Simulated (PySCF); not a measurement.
C₃H₅F₃SSi.
Z-matrix (Å and degrees, PBE0-D3(BJ)/def2-SVP geometry), rows numbered from 1:
```
C 
C   1  1.4889
S   2  1.6277  1  124.54
Si  2  1.8944  1  121.87  3  -179.85
C   4  1.9383  2  109.49  1    -2.40
F   5  1.3460  4  111.34  2   -60.30
F   5  1.3465  4  111.09  2    58.48
F   5  1.3380  4  113.03  2   179.00
H   1  1.1039  2  109.71  3  -121.25
H   1  1.0990  2  111.64  3     0.85
H   1  1.1036  2  110.00  3   123.35
H   4  1.4870  2  110.39  1   114.95
H   4  1.4860  2  110.73  1  -120.26
```

Level: PBE0/pcSseg-1 and wB97X-D/def2-SVPD in PySCF, non-relativistic, on one gas-phase PBE0-D3(BJ)/def2-SVP geometry that isn't relaxed in the solvent. The solvent is an IEF-PCM continuum (Bondi radii, 1.10 Å for H, scaled by 1.2). The model holds no explicit solvent molecules, cavitation or dispersion.

Gas phase at PBE0/pcSseg-1: HOMO -6.82 eV, LUMO -2.89 eV, dipole 0.53 D.

Problem. What does the continuum do to the energy, the frontier levels and the dipole at PBE0/pcSseg-1 in chloroform?

Solution. 
```csv
solvent,ε,E(solvent) − E(gas) (kcal/mol),polarisation term (kcal/mol),distortion of the solute (kcal/mol),HOMO (eV),LUMO (eV),dipole (D)
chloroform,4.711,-2.20,-2.43,0.23,-6.75,-2.75,0.60
```

Polarisation term: ½ Σ q·V over the induced surface charges. Distortion: the rise of the solute's own energy as its density leaves the gas-phase optimum.

Problem. Which Mulliken charges (PBE0/pcSseg-1) respond most in chloroform (means over atoms taken as equivalent)?

Solution. 
| atoms | environment | gas (e) | solvent (e) | change |
| --- | --- | --- | --- | --- |
| S3 | thiocarbonyl sulfur | -0.004 | -0.049 | -0.045 |
| C2 | thiocarbonyl carbon | -0.593 | -0.571 | +0.022 |
| H12/H13 | Si–H hydrogen | -0.039 | -0.031 | +0.008 |
| H9/H10/H11 | methyl hydrogen | +0.150 | +0.157 | +0.007 |
| C1 | methyl carbon | -0.184 | -0.188 | -0.004 |
| F6/F7/F8 | fluorine of a CF3 group | -0.272 | -0.276 | -0.004 |

Problem. Which Mayer bond orders change most in chloroform?

Solution. 
```tsv
bond	length (Å)	gas	solvent	change
C2–S3	1.628	1.915	1.886	-0.029
C1–C2	1.489	1.002	1.012	+0.010
C2–Si4	1.894	0.802	0.797	-0.005
C1–H11	1.104	0.930	0.925	-0.005
C5–F8	1.338	0.987	0.983	-0.004
C1–H9	1.104	0.929	0.925	-0.004
Si4–C5	1.938	0.798	0.796	-0.002
C5–F6	1.346	0.955	0.954	-0.001
```

Problem. How do the nuclear quadrupole coupling constants eQVzz/h respond in chloroform?

Solution. 
| nucleus | Q (barn) | gas (MHz) | solvent (MHz) | η gas | η solvent |
| --- | --- | --- | --- | --- | --- |
| 33S at S3 | -0.06781 | 46.77 | 45.27 | 0.34 | 0.30 |

Gas phase at wB97X-D/def2-SVPD: HOMO -8.68 eV, LUMO -1.19 eV, dipole 0.62 D.

Problem. What does the continuum do to the energy, the frontier levels and the dipole at wB97X-D/def2-SVPD in chloroform?

Solution. 
```
   solvent      ε  E(solvent) − E(gas) (kcal/mol)  polarisation term (kcal/mol)  distortion of the solute (kcal/mol)  HOMO (eV)  LUMO (eV)  dipole (D)
chloroform  4.711                           -2.34                         -2.64                                 0.30      -8.62      -1.05        0.73
```

Problem. How does the static polarisability (wB97X-D/def2-SVPD, frozen core, with the continuum's full static response) change?

Solution. 
```tsv
medium	isotropic (au)	principal values (au)	⟨r²⟩ of the electrons (bohr²)
gas	86.6	67.3, 85.2, 107.2	1574.0
chloroform	108.0	84.2, 105.9, 133.9	1575.3
```

The isotropic value in chloroform is 1.25 times the gas-phase one; no cavity-field correction is applied. ⟨r²⟩ is taken about the centre of nuclear charge.

The run took 46 s wall on one thread of an Arm Neoverse N1, shared host, and the process peaked at 1.1 GiB of memory. This is the whole shielding run at PBE0/pcSseg-1 in chloroform, SCF included.

The pairwise dispersion term of wB97X-D wasn't added to the energies; at a given geometry it leaves orbitals and properties as they are.
